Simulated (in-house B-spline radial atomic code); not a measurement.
**RPA and G0W0 on CAM-B3LYP: Si VIII (Si7+)**

Configuration [He] 2s2 2p3, highest spin, mean-field start CAM-B3LYP. Computed with an all-electron radial atomic-structure program (B-spline basis): all electrons, scalar-relativistic (spin-free one-electron X2C), finite nucleus, each spin shell either full or empty, empty states to l = 9 with an (l + 1/2)⁻⁴ tail; G0W0 by contour deformation at full frequency.

Command:
```bash
python run_gw.py task.json out
```
Settings (radii: box in bohr, nucleus in fm):
```
Z                        14
electrons                7
configuration            [He] 2s2 2p3
hamiltonian              x2c
method                   camb3lyp
lmax                     9
rms_radius               3.1224
spin_polarised           True
box_radius               8.41
intervals                68
```

Time taken, with all properties: 1.5 s on 1 thread of Arm Neoverse V1, with other jobs on the host.

Energies (hartree):

```tsv
term	value
mean-field total	-263.41378
Hartree-Fock functional on these orbitals	-263.22527
direct second order	-0.41393
second-order exchange	0.19784
SOSEX correction	0.18133
```

Problem. What is the RPA correlation energy, and what remains with SOSEX?

Solution. RPA gives -0.37766 hartree (-1.47 eV per electron); RPA + SOSEX gives -0.19633, and the second-order doubles -0.21609 hartree (no singles). SOSEX takes back 48 % of the RPA value.

Quasi-particle levels (eV):

```csv
level,occupied,mean field,Σx - vxc,Σc,QP weight,G0W0
2p up,yes,-288.46,-17.18,?,?,?
2s down,yes,-311.47,-9.42,-3.06,0.977,-323.96
1s down,yes,-2022.41,-67.92,14.75,0.922,-2075.58
2p down,no,-260.35,18.04,-4.14,0.982,-246.46
```

G0W0 = mean field + (Σx - vxc) + Σc, with Σc (partial-wave tail included) taken at the quasi-particle energy. Levels of low weight are left out.

Problem. Where does G0W0 put 2p up?

Solution. At -304.05 eV, with Σc = 1.60 eV and a quasi-particle weight of 0.977. The tabulated removal energy is 303.59 ± 0.05 eV (NIST, semi-empirical); the calculation leaves out spin-orbit coupling, Breit and QED terms, and what these don't explain is the method's own error.
